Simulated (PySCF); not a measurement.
C₄H₇BO, SMILES C=C1CB(C)O1.

Coordinates come from a B3LYP-D3(BJ)/def2-SVP optimisation. This is a generated structure with no PubChem entry under its InChIKey; it may be hypothetical.

All values below come from TDDFT-PBE/def2-SVPD in PySCF.

Vertical excitations. Isolated molecule, no solvent. State labels are in the subgroup Cs.

| state | symmetry | energy (eV) | λ (nm) | f | main pairs |
|---|---|---|---|---|---|
| S1 | A' | 5.24 | 237 | 0.060 | HOMO→LUMO 93 % |
| S2 | A" | 5.71 | 217 | 0.001 | HOMO→LUMO+2 100 % |
| S3 | A" | 6.28 | 198 | 0.000 | HOMO−1→LUMO 98 % |
| S4 | A" | 6.67 | 186 | 0.015 | HOMO→LUMO+3 100 % |
| S5 | A" | 6.74 | 184 | 0.001 | HOMO−1→LUMO+1 96 % |
| S6 | A' | 6.83 | 182 | 0.354 | HOMO→LUMO+1 80 % |
| S7 | A' | 6.98 | 178 | 0.046 | HOMO−1→LUMO+2 100 % |
| S8 | A" | 7.06 | 176 | 0.001 | HOMO−2→LUMO 98 % |
| S9 | A" | 7.15 | 173 | 0.006 | HOMO→LUMO+4 99 % |
| S10 | A" | 7.36 | 168 | 0.002 | HOMO→LUMO+5 99 % |
| T1 | A' | 4.40 | 282 | 0 | HOMO→LUMO+1 55 %, HOMO→LUMO 43 % |
| T2 | A' | 4.82 | 257 | 0 | HOMO→LUMO 56 %, HOMO→LUMO+1 43 % |
| T3 | A" | 5.66 | 219 | 0 | HOMO→LUMO+2 100 % |
| T4 | A" | 5.81 | 213 | 0 | HOMO−1→LUMO 98 % |
Triplets are in the Tamm–Dancoff approximation, which puts them higher than full response would, so one can lie above its singlet here.
